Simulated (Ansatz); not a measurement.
# Energy profile

The step: Si₂H₃ClOF₂ ([F][Si]([F])([Cl])[O][SiH3]) + H₂O + H₂O → SiHClOF₂ ([OH][Si]([F])([F])[Cl]) + SiH₄O ([OH][SiH3]) + H₂O; bonds formed: O2–H9, H7–O10; dative contacts that become bonds: Si1–O8; bonds broken: H7–O8, H9–O10 (atoms numbered as in the saddle structure below).

Si1  (-1.218, -0.115, 0.412)
O2  (0.113, -0.169, -0.676)
Si3  (0.600, 0.893, -1.886)
F4  (-1.167, -1.759, 0.547)
F5  (-2.722, -0.141, -0.105)
Cl6  (-1.267, 2.099, 0.327)
H7  (0.762, -0.806, 1.681)
O8  (-0.547, -0.023, 1.974)
H9  (0.984, -0.839, 0.110)
O10  (1.434, -1.258, 1.035)
H11  (1.380, 2.017, -1.325)
H12  (1.493, 0.063, -2.735)
H13  (-0.573, 1.342, -2.659)
H14  (-0.471, 0.894, 2.259)
H15  (1.200, -2.198, 1.041)
(Å)

Electronic energies by CCSD(T) at an estimated basis limit (MP2 extrapolated from triple and quadruple zeta, plus CCSD(T) − MP2 in triple zeta), on PBE0-D4/def2-TZVP structures; Si₂H₇ClO₃F₂, closed shell; no counterpoise correction. Ansatz 0.2.0; basis: def2-TZVPP and def2-QZVPP; cores frozen in the correlated methods. Extrapolation: Hartree–Fock as exp(−7.88 √X), correlation as X^−2.97.

Problem. Give the profile in kcal/mol, counted from the separated reactants. (Judge from chemistry; the value comes from the calculation.)

Solution. Computed:
| point | kcal/mol |
| --- | --- |
| separated: Si₂H₃ClOF₂ (linked as [F][Si]([F])([Cl])[O][SiH3]; Si1, O2, Si3, F4, F5, Cl6, H11, H12, H13; singlet) + H₂O (H7, O8, H14; singlet) + H₂O (H9, O10, H15; singlet) | 0.00 |
| start structure | -7.49 |
| saddle | 8.07 |
| end structure | -0.13 |
| separated: SiHClOF₂ (linked as [OH][Si]([F])([F])[Cl]; Si1, F4, F5, Cl6, O8, H14; singlet) + SiH₄O (linked as [OH][SiH3]; O2, Si3, H9, H11, H12, H13; singlet) + H₂O (H7, O10, H15; singlet) | 5.79 |

T1 diagnostic: at most 0.012.

For scale, one of the runs: CCSD(T)/def2-TZVPP, 379 basis functions, launched by `ansatz run in.yaml --threads 4 --pin off --events-out ev --progress --plain --max-ram 66560MiB --backend cuda --devices 0, --max-vram 37GiB`. Time: 31 s of wall clock on 4 CPU threads of an AMD EPYC 7R13 and a share of one NVIDIA H100; the host was shared. Peak host memory: 0.92 GiB.
